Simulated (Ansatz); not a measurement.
Coupled-cluster diagnostics for ZnMeF (CH₃FZn), Ansatz.

Geometry of the singlet (PBE-D4/def2-TZVP):

```xyz
6

Zn   -0.6552   -0.3382   -0.9092
C     0.4176    0.2156    0.5795
H     1.4738    0.2643    0.2834
H     0.3114   -0.5002    1.4053
H     0.0976    1.2077    0.9241
F    -1.6453   -0.8492   -2.2831
```

Correlated methods freeze 11 core orbitals.

Q: Estimate the CCSD(T) correlation energy, the shares of MP2 and (T), T1 and the reference's ⟨S²⟩ for: charge 0, singlet, own geometry in def2-TZVPP; charge 1, doublet, vertical in def2-TZVPP; and the rough time on 4 threads of Intel Xeon on a shared host.

A: 
| state | basis | correlation (eV) | MP2 share (%) | (T) share (%) | T1 | ⟨S²⟩ (pure) | wall time |
| --- | --- | --- | --- | --- | --- | --- | --- |
| charge 0, singlet, own geometry | def2-TZVPP | -25.606 | 100.7 | 3.1 | 0.016 | 0.00 (0.00) | 36 s |
| charge 1, doublet, vertical | def2-TZVPP | -24.291 | 100.1 | 2.9 | 0.021 | 0.76 (0.75) | 2.8 min |
Customary marks for T1 are 0.02 (closed shells), 0.045 (open shells) and about 0.05 (3d metals). T1 exceeds 0.02 in 1 of 2 rows and 0.045 in 0; the higher it lies, the less the single-reference result can be trusted.
